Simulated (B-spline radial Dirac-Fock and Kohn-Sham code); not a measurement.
**Dipole and non-dipole photoemission parameters of Mn 3d3/2**

System: neutral manganese in the configuration [Ar] 3d5 4s2; threshold 11.06 eV (orbital energy of the model). The computed values come from a radial finite-basis atomic code: Dirac-Hartree-Slater photoionisation with a Latter tail; cross sections with all multipoles, angular parameters from the dipole term and its interference with E2.

For linearly polarised light dσ/dΩ = σ/(4π) [1 + β P₂(cos θ) + (δ + γ cos²θ) sin θ cos φ], with θ from the polarisation vector and φ the angle between the beam and the projection of the electron momentum on the plane normal to the polarisation.

```
hν (eV)    σ (kb)      β      γ      δ
   52.6      2970  0.457  0.003  0.011
   86.5      1780  0.784  0.016  0.015
   93.9      1580  0.834  0.019  0.016
    148       664  1.070  0.046  0.021
    190       373  1.161  0.071  0.024
    200       329  1.176  0.078  0.025
    205       309  1.182  0.081  0.025
    300       111  1.245  0.146  0.032
    392      51.0  1.242  0.207  0.038
    394      50.2  1.242  0.208  0.038
    397      49.1  1.241  0.210  0.038
    468      29.6  1.222  0.252  0.043
    535      19.4  1.197  0.289  0.047
    641      10.8  1.152  0.340  0.054
   1020      2.23  0.994  0.473  0.080
   1390     0.734  0.873  0.559  0.106
 1486.9     0.573  0.847  0.577  0.113
   1620     0.417  0.813  0.600  0.123
   2930         ?      ?      ?      ?
   2970    0.0401  0.596  0.761  0.211
 2984.4    0.0393  0.594  0.763  0.212
   4000    0.0118  0.497  0.831  0.272
   6000   0.00213  0.381  0.881  0.376
   6460   0.00155  0.364  0.885  0.397
   6850   0.00121  0.352  0.889  0.415
   7850  0.000670  0.325  0.899  0.458
 8047.8  0.000601  0.321  0.900  0.466
   8150  0.000569  0.318  0.901  0.471
  11200  0.000141  0.261  0.929  0.591
  12000  0.000104  0.248  0.933  0.620
```

**Question.** Give the values at 2930 eV.

**Answer.** σ = 0.0423 kb, β = 0.600, γ = 0.758, δ = 0.208.
